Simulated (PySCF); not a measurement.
Compound: C7H10F (charge +1).
Geometry (GFN2-xTB, Å), atoms numbered from 1 in this order:
```xyz
18
C7H10F angstrom
C     -2.5941    1.1916   -0.7720
C     -1.6946    0.2706   -0.3191
C     -2.1398   -1.0672    0.1635
C     -0.3284    0.6527   -0.3263
C      0.7689   -0.0842    0.1174
F      0.5792   -1.3057    0.6212
C      2.0686    0.3845    0.0749
C      3.2189   -0.3621    0.5445
H     -3.6504    0.9755   -0.7876
H     -2.2943    2.1658   -1.1242
H     -3.2122   -1.1815    0.0428
H     -1.8944   -1.1968    1.2164
H     -1.6400   -1.8639   -0.3844
H     -0.0972    1.6359   -0.7163
H      2.2328    1.3726   -0.3348
H      2.9607   -1.3387    0.9466
H      3.7606    0.2260    1.2940
H      3.9467   -0.4688   -0.2681
```

The geometry is computed with GFN2-xTB (gas phase).

Masses are those of the commonest isotopes; rigid-rotor values at the optimised geometry. The values belong to one conformer with, in the numbering `[CH2:1]=[C:2]([CH3:3])/[CH:4]=[C:5](\[F:6])[CH+:7][CH3:8]`, C1–C2–C4–C5 178°, C4–C5–C7–C8 179°.

**Question.** What are A, B and C (MHz)?

**Answer.** Ia = 101.15, Ib = 459.22, Ic = 554.23 u·Å²; 505379 MHz·u·Å²/I gives A = 4997, B = 1101, C = 911.9 MHz.

**Question.** What kind of rotor is it?

**Answer.** A near-prolate asymmetric top. Ray's parameter κ = (2B − A − C)/(A − C) = -0.908; −1 is the prolate and +1 the oblate limit.

**Question.** Is it planar, by Δ = Ic − Ia − Ib?

**Answer.** Not planar: Δ = Ic − Ia − Ib = -6.14 u·Å². For a rigid frame Δ = −2 Σ m c², so Σ m c² = 3.07 u·Å² lies off the ab plane: 3.05 from hydrogen and 0.02 from heavier atoms. The atom farthest from that plane is 0.88 Å away.

**Question.** Where do the levels up to J = 5 lie, in MHz?

**Answer.** Above 0(0,0):
J = 1: 1(0,1) 2012, 1(1,1) 5908, 1(1,0) 6097
J = 2: 2(0,2) 6030, 2(1,2) 9745, 2(1,1) 10311, 2(2,1) 21999, 2(2,0) 22005
J = 3: 3(0,3) 12041, 3(1,3) 15495, 3(1,2) 16626, 3(2,2) 28036, 3(2,1) 28069, 3(3,1) 47992, 3(3,0) 47992
J = 4: 4(0,4) 20024, 4(1,4) 23154, 4(1,3) 25039, 4(2,3) 36080, 4(2,2) 36180, 4(3,2) 56054, 4(3,1) 56055, 4(4,1) 83975, 4(4,0) 83975
J = 5: 5(0,5) 29955, 5(1,5) 32716, 5(1,4) 35542, 5(2,4) 46127, 5(2,3) 46358, 5(3,3) 66138, 5(3,2) 66142, 5(4,2) 94052, 5(4,1) 94052, 5(5,1) 129952, 5(5,0) 129952
Those of J = 1 are B + C, A + C and A + B.

Not checked by GFN2-xTB frequencies. Zero-point vibration and centrifugal distortion are left out.
